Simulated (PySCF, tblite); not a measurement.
Isomers of C7H13PSi. Computed with GFN2-xTB (tblite): harmonic, unscaled wavenumbers at the GFN2-xTB geometry, gas phase. This tight-binding method is rough: wavenumbers can miss measured ones by several per cent, in bad cases by 10 to 20. Modes of hydrogen on silicon can be 10 to 20 % off. One conformer each.

Electronic energies: PBE0/pcSseg-1 single points on the GFN2-xTB geometries (PySCF, gas phase).

| SMILES | electronic energy, lowest = 0 (kJ/mol) |
| --- | --- |
| C#CP(C1CC1)[SiH](C)C | 173.4 |
| CCc1cc([SiH3])cp1C | 58.5 |
| CCp1ccc(C)c1[SiH3] | 49.4 |
| C[SiH](C)P1C=CCC=C1 | 0.0 |
| C[SiH2]P1C=CC(C)C=C1 | 37.0 |
| [SiH3]C1=CCP(C2CC2)C1 | 102.5 |
| CCP1C=CC([SiH3])C=C1 | 94.5 |
| CCc1ccc([SiH3])p1C | 46.8 |

Question: How do GFN2-xTB zero-point energies change the relative energies?

Answer: 
```
               SMILES  ZPE (kJ/mol)  of it from modes above 1550 cm⁻¹  electronic (kJ/mol)  with ZPE, lowest = 0 (kJ/mol)  lowest mode (cm⁻¹)  rings
  C[SiH](C)P1C=CCC=C1         458.3                             249.3                  0.0                            0.0                  25      1
 C[SiH2]P1C=CC(C)C=C1         455.6                             245.0                 37.0                           34.3                  41      1
   CCc1ccc([SiH3])p1C         448.3                             230.1                 46.8                           36.8                  25      1
   CCp1ccc(C)c1[SiH3]         448.3                             230.1                 49.4                           39.4                  58      1
   CCc1cc([SiH3])cp1C         447.9                             230.5                 58.5                           48.1                  29      1
 CCP1C=CC([SiH3])C=C1         449.3                             240.2                 94.5                           85.5                  50      1
[SiH3]C1=CCP(C2CC2)C1         450.6                             230.5                102.5                           94.8                  39      2
 C#CP(C1CC1)[SiH](C)C         453.1                             246.8                173.4                          168.2                  23      1
```

The zero-point energies span 10.4 kJ/mol, from `CCc1cc([SiH3])cp1C` to `C[SiH](C)P1C=CCC=C1`. The order is unchanged.

Question: And how do the electronic energies of GFN2-xTB itself compare?

Answer: `C[SiH](C)P1C=CCC=C1` 57.3; `C[SiH2]P1C=CC(C)C=C1` 26.5; `CCc1ccc([SiH3])p1C` 0.0; `CCp1ccc(C)c1[SiH3]` 1.8; `CCc1cc([SiH3])cp1C` 1.5; `CCP1C=CC([SiH3])C=C1` 31.7; `[SiH3]C1=CCP(C2CC2)C1` 19.2; `C#CP(C1CC1)[SiH](C)C` 197.1 kJ/mol, lowest = 0. Against the energies above, taken from the same isomer `C[SiH](C)P1C=CCC=C1`, the largest difference is 140.6 kJ/mol.

Question: What do entropy and thermal enthalpy add at 298.15 K and 1 bar (rigid rotor, harmonic oscillator, one conformer each)?

Answer: 
```json
{"SMILES": "C[SiH2]P1C=CC(C)C=C1", "point group": "Cs", "symmetry number": "1", "S (J/(mol K))": "453.2", "H − H(0) (kJ/mol)": "33.85", "ZPE + H − H(0) − TS (kJ/mol)": "354.4"}
{"SMILES": "CCp1ccc(C)c1[SiH3]", "point group": "C1", "symmetry number": "1", "S (J/(mol K))": "459.2", "H − H(0) (kJ/mol)": "35.01", "ZPE + H − H(0) − TS (kJ/mol)": "346.4"}
{"SMILES": "CCc1cc([SiH3])cp1C", "point group": "C1", "symmetry number": "1", "S (J/(mol K))": "464.9", "H − H(0) (kJ/mol)": "35.03", "ZPE + H − H(0) − TS (kJ/mol)": "344.4"}
{"SMILES": "CCP1C=CC([SiH3])C=C1", "point group": "C1", "symmetry number": "1", "S (J/(mol K))": "440.5", "H − H(0) (kJ/mol)": "33.01", "ZPE + H − H(0) − TS (kJ/mol)": "350.9"}
{"SMILES": "[SiH3]C1=CCP(C2CC2)C1", "point group": "C1", "symmetry number": "1", "S (J/(mol K))": "440.3", "H − H(0) (kJ/mol)": "31.99", "ZPE + H − H(0) − TS (kJ/mol)": "351.4"}
```

Not tabulated: `C[SiH](C)P1C=CCC=C1` (lowest mode only 24 cm⁻¹); `CCc1ccc([SiH3])p1C` (lowest mode only 25 cm⁻¹); `C#CP(C1CC1)[SiH](C)C` (lowest mode only 23 cm⁻¹).
